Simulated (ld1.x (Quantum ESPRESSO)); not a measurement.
## Reading a pseudo-wave (Zr (Z = 40))

Columns: radius, all-electron u(r) and pseudo u(r) of the 4d shell (level -17.35 eV) of zirconium in the configuration [Kr] 4d2 5s0 5p0; PW91, scalar-relativistic, PAW scheme, ld1.x (Quantum ESPRESSO) 7.5.

```json
{"r (bohr)": "0.155", "all-electron": "0.2124", "pseudo": "-0.0044"}
{"r (bohr)": "0.310", "all-electron": "0.3278", "pseudo": "-0.0334"}
{"r (bohr)": "0.465", "all-electron": "0.1772", "pseudo": "-0.1025"}
{"r (bohr)": "0.620", "all-electron": "-0.0632", "pseudo": "-0.2124"}
{"r (bohr)": "0.775", "all-electron": "-0.2921", "pseudo": "-0.3490"}
{"r (bohr)": "0.930", "all-electron": "-0.4743", "pseudo": "-0.4893"}
{"r (bohr)": "1.085", "all-electron": "-0.6037", "pseudo": "-0.6092"}
{"r (bohr)": "1.240", "all-electron": "-0.6851", "pseudo": "-0.6928"}
{"r (bohr)": "1.395", "all-electron": "-0.7277", "pseudo": "-0.7359"}
{"r (bohr)": "1.550", "all-electron": "-0.7411", "pseudo": "-0.7456"}
{"r (bohr)": "1.705", "all-electron": "-0.7334", "pseudo": "-0.7341"}
{"r (bohr)": "1.860", "all-electron": "-0.7110", "pseudo": "-0.7110"}
{"r (bohr)": "2.015", "all-electron": "-0.6789", "pseudo": "-0.6789"}
{"r (bohr)": "2.170", "all-electron": "-0.6406", "pseudo": "-0.6406"}
{"r (bohr)": "2.325", "all-electron": "-0.5989", "pseudo": "-0.5989"}
{"r (bohr)": "2.480", "all-electron": "-0.5556", "pseudo": "-0.5556"}
{"r (bohr)": "2.635", "all-electron": "-0.5123", "pseudo": "-0.5123"}
{"r (bohr)": "2.790", "all-electron": "-0.4698", "pseudo": "-0.4698"}
{"r (bohr)": "2.945", "all-electron": "-0.4289", "pseudo": "-0.4289"}
{"r (bohr)": "3.100", "all-electron": "-0.3901", "pseudo": "-0.3901"}
{"r (bohr)": "3.255", "all-electron": "-0.3537", "pseudo": "-0.3537"}
{"r (bohr)": "3.410", "all-electron": "-0.3197", "pseudo": "-0.3197"}
{"r (bohr)": "3.565", "all-electron": "-0.2883", "pseudo": "-0.2883"}
{"r (bohr)": "3.720", "all-electron": "-0.2594", "pseudo": "-0.2594"}
{"r (bohr)": "3.875", "all-electron": "-0.2330", "pseudo": "-0.2330"}
{"r (bohr)": "4.030", "all-electron": "-0.2089", "pseudo": "-0.2089"}
```

**Question.** How many radial nodes do the two functions have?

**Answer.** The all-electron 4d function has n − l − 1 = 1; the pseudo-wave has 0, since the states of the same l below it are removed with the core.

**Question.** At about which radius was the pseudo-wave matched?

**Answer.** 1.85 bohr, where the columns begin to agree (steps of 0.15 bohr).

**Question.** Is the pseudo-wave norm-conserving?

**Answer.** No, it belongs to a PAW set: the norm inside the radius is not constrained, and the difference is carried by the augmentation charge.
